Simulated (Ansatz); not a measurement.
Start from `CO[SiH2]B(O)F` and change one atom or group to get `OB(F)[SiH2]S`.

Ansatz, PBE0-D4/def2-TZVP geometries, multiplicity 1. Each molecule was computed in one conformer, which needn't be the lowest.

```csv
property,`CO[SiH2]B(O)F`
size of the dipole moment (B3LYP/def2-TZVPP) / D,3.11
HOMO–LUMO gap (ωB97M-V/def2-TZVPP) / eV,12.07
HOMO energy (PBE0/def2-TZVPP) / eV,-8.36
LUMO energy (ωB97M-V/def2-TZVPP) / eV,1.52
HOMO–LUMO gap (PBE0/def2-TZVPP) / eV,7.88
size of the dipole moment (PBE/def2-TZVPP) / D,2.91
```

(1) What does the change do to each property? (Best estimate.)

Results:

(1) Ansatz gave: 
```
                                        property  `OB(F)[SiH2]S`  shift
size of the dipole moment (B3LYP/def2-TZVPP) / D            2.24  -0.87
         HOMO–LUMO gap (ωB97M-V/def2-TZVPP) / eV           10.77  -1.30
              HOMO energy (PBE0/def2-TZVPP) / eV           -7.31   1.05
           LUMO energy (ωB97M-V/def2-TZVPP) / eV            1.28  -0.24
            HOMO–LUMO gap (PBE0/def2-TZVPP) / eV            6.59  -1.29
  size of the dipole moment (PBE/def2-TZVPP) / D            2.29  -0.62
```

With PBE0 the HOMO rises by 1.05 eV and the LUMO falls by 0.24 eV, so the gap narrows by about 1.29 eV. PBE moves the HOMO by 0.81 eV and ωB97M-V by 1.06 eV. Dipoles are sizes alone; their direction can turn.

B3LYP here is the variant with VWN-RPA as its local correlation; programs differ in this.
